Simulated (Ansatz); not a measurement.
`FC[SiH](F)[SiH3]` and `F[SiH]([SiH3])I` differ in one atom or group.

Ansatz, PBE0-D4/def2-TZVP geometries, multiplicity 1. Each molecule was computed in one conformer, which needn't be the lowest.

Elements past krypton have def2 core potentials.  Spin–orbit coupling is left out; it splits and shifts lone-pair levels of the heavy atoms by tenths of an eV.

```tsv
property	`FC[SiH](F)[SiH3]`
HOMO–LUMO gap (ωB97M-V/def2-TZVPP) / eV	11.44
LUMO energy (B3LYP/def2-TZVPP) / eV	-0.91
HOMO–LUMO gap (PBE0/def2-TZVPP) / eV	7.55
size of the dipole moment (B3LYP/def2-TZVPP) / D	0.32
size of the dipole moment (ωB97M-V/def2-TZVPP) / D	0.33
ideal-gas entropy at 298 K and 1 bar (rigid rotor, harmonic PBE0-D4/def2-TZVP) / J/(mol·K)	376
```

What does the change do to each property? (Estimate.)

The calculation gave: 
```csv
property,`F[SiH]([SiH3])I`,shift
HOMO–LUMO gap (ωB97M-V/def2-TZVPP) / eV,10.63,-0.81
LUMO energy (B3LYP/def2-TZVPP) / eV,-1.09,-0.18
HOMO–LUMO gap (PBE0/def2-TZVPP) / eV,6.79,-0.76
size of the dipole moment (B3LYP/def2-TZVPP) / D,1.50,1.18
size of the dipole moment (ωB97M-V/def2-TZVPP) / D,1.55,1.22
"ideal-gas entropy at 298 K and 1 bar (rigid rotor, harmonic PBE0-D4/def2-TZVP) / J/(mol·K)",364,-12
```

With PBE0 the HOMO rises by 0.56 eV and the LUMO falls by 0.19 eV, so the gap narrows by about 0.75 eV. PBE moves the HOMO by 0.40 eV and ωB97M-V by 0.58 eV. The zero-point energy changes by -75.8 kJ/mol with -9 modes. Dipoles are sizes alone; their direction can turn. Modes under 60 cm⁻¹, often nearly free rotors, make the harmonic entropy too high.

Positive LUMOs are unbound, so they and the gaps depend on the basis.

B3LYP here is the variant with VWN-RPA as its local correlation; programs differ in this.
